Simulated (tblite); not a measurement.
Run record: tight-binding relaxation, `FC(F)([C@H](S)C#C[CH2][GeH3])F`.

Computed with GFN2-xTB geometry optimisation, gas phase (tblite 0.8.0). Start geometry: from a force field or distance geometry. A driver script takes a list of jobs; this job's settings line and coordinates (Å) are shown.

Command:
```bash
OMP_NUM_THREADS=1 python probes_run.py task.json out
```

Input:
```
{"job": {"kind": "relax", "xc": "GFN2-xTB", "basis": "xTB"}, "charge": 0, "multiplicity": 1}
F     -4.105800     0.492600     0.125100
C     -2.832300     0.386600     0.636800
F     -2.560100     1.609100     1.228000
F     -2.863700    -0.645600     1.548000
C     -1.873700     0.104400    -0.502800
S     -2.464600    -1.466200    -1.257700
C     -0.498500    -0.083600     0.017300
C      0.617800    -0.257600     0.464600
C      1.964500    -0.483100     0.994900
Ge     3.200900     0.750600     0.224000
H     -1.848000     0.893000    -1.263000
H     -1.853600    -2.487000    -0.495600
H      2.326700    -1.512100     0.743300
H      1.893000    -0.445500     2.097100
H      2.921500     2.242100     0.503500
H      3.366200     0.459900    -1.298900
H      4.602400     0.454500     0.875000
```

Output:
```
step      E/eV     max force
  0    -913.06735    2.145
  1    -913.35086    1.690
  2    -913.33276    5.535
  3    -913.51786    0.552
  4    -913.54146    0.409
  5    -913.57993    0.467
  6    -913.58936    0.344
  7    -913.60254    0.263
  8    -913.60918    0.229
  9    -913.61465    0.202
... (45 lines left out)
 55    -913.64023    0.017
 56    -913.64026    0.020
 57    -913.64032    0.031
 58    -913.64039    0.031
 59    -913.64044    0.015
 60    -913.64047    0.015
 61    -913.64050    0.016
 62    -913.64053    0.019
 63    -913.64055    0.012
 64    -913.64057    0.010
```

«max force» is the largest atomic force in eV/Å.

**Question.** From which step on does the largest force stay under 0.1 eV/Å, and how much energy is left to gain from there?

**Answer.** From step 16 (0.067 eV/Å), 13.1 meV above the end.

Summary of the converged run: energy lowered by 13.2 kcal/mol over 64 steps; largest atomic force 0.010 eV/Å at the end.

**Question.** Where do the atoms end?

**Answer.** 0.134 Å rms from the input after alignment:
```
atom  x, y, z in Å
F1    -4.0309    0.5079    0.1865
C2    -2.7729    0.3452    0.6084
F3    -2.4338    1.4779    1.2448
F4    -2.7948   -0.6218    1.5371
C5    -1.8026    0.0386   -0.5313
S6    -2.3495   -1.4784   -1.4287
C7    -0.4628   -0.0979   -0.0126
C8     0.6100   -0.3143    0.4819
C9     1.9276   -0.4999    1.0222
Ge10   3.2382    0.7591    0.2199
H11   -1.8750    0.8473   -1.2648
H12   -2.1633   -2.3129   -0.4070
H13    2.2508   -1.5266    0.8320
H14    1.8961   -0.3512    2.1044
H15    2.8493    2.1737    0.4880
H16    3.3200    0.5594   -1.2567
H17    4.5867    0.5058    0.8153
```

Time: 0.57 s. Hardware: an Arm Neoverse V1 with one thread, shared host with 32 logical CPUs at a one-minute load of 16.
Labels such as C1 count atoms from 1, the log's own numbers from 0.
